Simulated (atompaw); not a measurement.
Mo (Z = 42): one change to a PAW (atompaw) potential, before and after

molybdenum (Mo), PAW, made with atompaw 4.2.0.5 (PBE, scalar-relativistic). Core [Ar] 3d10, reference 4s2 4p6 4d4 5s0 5p0 (charge +2). Waves: 4s (bound): rc 2.05 bohr; 5s (bound, empty): rc 2.55 bohr; 4p (bound): rc 1.60 bohr; 5p (bound, empty): rc 2.15 bohr; 4d (bound): rc 2.55 bohr; 4d channel at -0.9 Ry: rc 2.55 bohr. Local part: bessel scheme, radius 1.95 bohr. Core correction: smooth core density matched at 1.70 bohr. Augmentation charge: besselshape compensation charge, radius 2.15 bohr; PAW radius 2.55 bohr; waves and projectors: custom rrkj gramschmidtortho.

All-electron outer shells of the reference configuration (PBE, scalar-relativistic, ld1.x):

| shell | level (eV) | outermost node (bohr) | outermost maximum (bohr) |
| --- | --- | --- | --- |
| 3d | -239.60 | – | 0.32 |
| 4s | -82.75 | 0.51 | 0.99 |
| 4p | -56.75 | 0.52 | 1.06 |
| 4d | -20.83 | 0.53 | 1.35 |
| 5s | -17.70 | 1.32 | 2.62 |
| 5p | -12.69 | 1.49 | 3.12 |

Change: all radii scaled by about 1.10 (s 2.26, p 1.76, d 2.80 bohr); local potential bessel scheme, radius 2.14 bohr; augmentation besselshape compensation charge, radius 2.36 bohr; PAW radius 2.80 bohr; waves and projectors: custom rrkj gramschmidtortho; core correction smooth core density matched at 1.86 bohr.

Cutoffs: the cutoffs (Ry, on a coarse ladder) from which the occupation-weighted sum of valence levels, in a spherical-Bessel basis at the reference potential, stays within 10 and 1 mRy of its value at 400 Ry; they do not see the model core or the augmentation charge, which bear on the density cutoff.

Problem. What does the change do?

Solution. The potential gets softer (30 Ry and 55 Ry → 25 Ry and 45 Ry); neither file shows a bound ghost. A larger radius leaves more room for a smooth pseudo-wave, so fewer plane waves are needed.

| quantity | base | changed |
| --- | --- | --- |
| cutoff, loose | 30 Ry | 25 Ry |
| cutoff, tight | 55 Ry | 45 Ry |
| loose cutoff by channel (10 mRy a level) | s 12 Ry, p 25 Ry, d 12 Ry | s 10 Ry, p 25 Ry, d 10 Ry |
| bound ghosts | none | none |
| lowest overlap eigenvalue by channel | s 0.46, p 0.07, d 0.58 | s 0.46, p 0.54, d 0.21 |

 The cutoffs see the waves, projectors and local potential, not the compensation charge or the core.
